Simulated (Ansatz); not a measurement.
Li3Si2. Charge 0, multiplicity 2. Geometry PBE0-D4/def2-TZVP; atoms count from 1.

Cartesian coordinates in Å:
```
Li -0.037 -1.710 0.294
Li 2.324 0.295 -0.099
Li -0.399 1.003 1.384
Si 0.057 0.464 -1.087
Si -1.945 -0.052 -0.492
```

Another isomer (doublet) lies 0.30 eV lower at PBE0-D4/def2-TZVP; other spin states weren't run for this one.

Q: Estimate the Mulliken populations from the PBE0/def2-TZVP orbitals of Ansatz.

A: 
```
atom  charge (e)  spin (α − β)
 Li1        0.42          0.20
 Li2        0.22          0.47
 Li3        0.44          0.17
 Si4       -0.61         -0.19
 Si5       -0.47          0.36
```
Mulliken values and Mayer orders depend strongly on the basis.

Q: Where does the spin sit?

A: Summed by element: Li 0.83, Si 0.17, of 1 unpaired in all. Largest on single atoms: Li2 0.47, Si5 0.36, Li1 0.20.

Q: And the Mayer bond orders between bonded heavy atoms (over 0.3)?

A: Li1–Si4 0.33 (2.58 Å); Li1–Si5 0.30 (2.65 Å); Li2–Si4 0.41 (2.48 Å); Li3–Si4 0.34 (2.57 Å); Li3–Si5 0.30 (2.65 Å); Si4–Si5 2.12 (2.15 Å).
